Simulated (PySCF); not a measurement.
CH₃FO₂Si₂, SMILES O=C1O[Si@H](F)[SiH2]1.

Geometry optimised at PBE0-D3(BJ)/def2-SVP. The structure was generated by enumeration; whether it is a known compound was not checked.

These are PBE0-D3(BJ)/def2-SVP in PySCF values and carry that method's errors.

Frequencies are harmonic and unscaled.

### Question
Estimate the vibrational spectrum. (Estimate from the structure and the level; the computed values follow.)

### Answer

```tsv
mode	ν (cm⁻¹)	IR (km/mol)	Raman (Å⁴/amu)	depolarisation	moving atoms (share of kinetic energy)
1	79	0.8	0.7	0.75	O 65 %, F 26 %
2	164	6.5	1.0	0.68	F 47 %, Si 31 %, H 17 %
3	274	16.6	0.7	0.33	O 36 %, F 35 %, Si 17 %, H 9 %
4	347	12.9	4.1	0.74	H 53 %, C 18 %, Si 14 %, O 12 %
5	362	1.3	8.3	0.65	O 46 %, Si 32 %, H 13 %, C 9 %
6	420	9.9	7.2	0.40	Si 36 %, O 32 %, H 17 %, C 12 %
7	450	5.4	17.7	0.39	Si 71 %, H 14 %, O 10 %
8	518	13.1	10.8	0.74	H 58 %, Si 21 %, C 10 %, O 9 %
9	612	10.4	20.9	0.13	H 34 %, Si 24 %, O 22 %, C 19 %
10	657	34.3	7.2	0.22	H 53 %, O 23 %, Si 16 %
11	700	1.4	4.7	0.73	C 48 %, H 42 %
12	752	82.1	6.1	0.29	H 75 %, Si 18 %
13	840	52.4	7.2	0.72	H 81 %, F 15 %
14	865	101.0	6.2	0.55	O 53 %, H 25 %, Si 11 %, F 8 %
15	911	99.8	10.2	0.72	H 73 %, O 20 %
16	939	231.3	1.6	0.68	Si 45 %, F 36 %, H 11 %, O 9 %
17	1083	246.9	3.0	0.64	C 55 %, O 35 %
18	1924	357.3	11.8	0.75	C 61 %, O 39 %
19	2249	46.9	194.2	0.12	H 98 %
20	2269	49.0	118.2	0.65	H 96 %
21	2307	101.9	201.0	0.22	H 96 %
```
